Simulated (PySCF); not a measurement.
A structure optimised at PBE-D3(BJ)/def2-SVP, used in a PySCF frequency run:

```xyz
5

W      0.0000     0.0000    -0.2017
O      0.0000    -1.3689    -1.2345
O      0.0000     1.3689    -1.2345
Cl    -1.9263     0.0000     1.0199
Cl     1.9263     0.0000     1.0199
```

Q: Write its SMILES, formula and point group.

A: [O]=[W](=[O])([Cl])[Cl], Cl2O2W, C2v

Q: What are its rotational constants (standard atomic weights)?

A: 2.6615, 1.5645, 1.2860 GHz
